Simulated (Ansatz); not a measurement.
`[O]=[W]([Cl])([Cl])([Cl])[Cl]` + H–F → `[O]=[W]([F])([Cl])([Cl])[Cl]` + HCl at 600 K and 1 bar (ligand exchange at a W–Cl bond).

Isolated molecules relaxed with PBE0-D4/def2-TZVP in Ansatz; ΔE leaves out vibrations. CCSD(T)/CBS is the MP2 limit (def2-TZVPP, def2-QZVPP) plus CCSD(T) − MP2 in def2-TZVPP, frozen cores. This one scheme is used for every species. Elements past krypton have def2 core potentials. For W outer-core shells are correlated without core-valence functions, which leaves a few kJ/mol of doubt a bond.

| species | CCSD(T)/CBS energy (Eh) | H − E (kJ/mol) | S (J/(mol·K)) |
| --- | --- | --- | --- |
| `[O]=[W]([Cl])([Cl])([Cl])[Cl]` | -1981.46571 | 84.4 | 474.3 |
| H–F | -100.39570 | 42.3 | 194.0 |
| `[O]=[W]([F])([Cl])([Cl])[Cl]` | -1621.48342 | 85.2 | 471.9 |
| HCl | -460.38127 | 35.4 | 207.2 |

H − E and S are ideal-gas, rigid-rotor, harmonic terms from PBE0-D4/def2-TZVP. 1 Eh = 2625.50 kJ/mol, R = 8.31446 J/(mol·K).

Task: By hand: ΔE, ΔH, ΔS and ΔG.

Result: ΔE = (-1621.48342) + (-460.38127) − (-1981.46571) − (-100.39570) = -0.00328 Eh = -8.6 kJ/mol. Δ(H − E) = 85.2 + 35.4 − 84.4 − 42.3 = -6.1, so ΔH = -14.7 kJ/mol. ΔS = 471.9 + 207.2 − 474.3 − 194.0 = 10.8 J/(mol·K). ΔG = -14.7 − 600 × (10.8)/1000 = -21.2 kJ/mol.

Task: By hand: the equilibrium constant, and the temperature at which ΔG would vanish if ΔH and ΔS stayed fixed.

Result: log₁₀ K = −ΔG/(RT ln 10) = 1.8. ΔH and −TΔS have one sign here, so there is no such temperature.

TΔS isn't small against ΔH here. A doubt of 5 kJ/mol in ΔE shifts log₁₀ K by 0.4 here. Modes under 60 cm⁻¹, often nearly free rotors, make the harmonic entropy too high. These are equilibria of isolated gas molecules and say nothing of rates. Largest T1 diagnostic: 0.021 (customary marks: 0.02 for closed shells, 0.045 for open ones).
